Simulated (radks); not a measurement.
Problem. Si3+, 11 electrons, occupied as [Ne] 3s1. All-electron calculation, scalar-relativistic Kohn-Sham, PBE, spin-polarised, spherical densities, point nucleus; open shells are filled with parallel spins first. Program: a radial shooting solver on a logarithmic mesh with Libxc functionals. Some entries of the table are withheld. Estimate them.

orbital,occ.,eigenvalue (eV),<1/r> (bohr^-1),<r> (bohr)
1s up,1,-1823.625,13.64,(1)
1s down,1,-1823.448,13.64,(2)
2s up,1,-175.9762,2.586,0.5663
2s down,1,-175.6481,2.588,0.5656
2p up,3,-132.1106,(3),0.5347
2p down,3,-131.7843,(4),0.5335
3s up,1,-40.4019,0.7460,1.839
3p up,0,-31.6390,0.6625,2.038

Solution. 
(1) 1s up <r> (bohr): 0.1113
(2) 1s down <r> (bohr): 0.1113
(3) 2p up <1/r> (bohr^-1): 2.470
(4) 2p down <1/r> (bohr^-1): 2.473
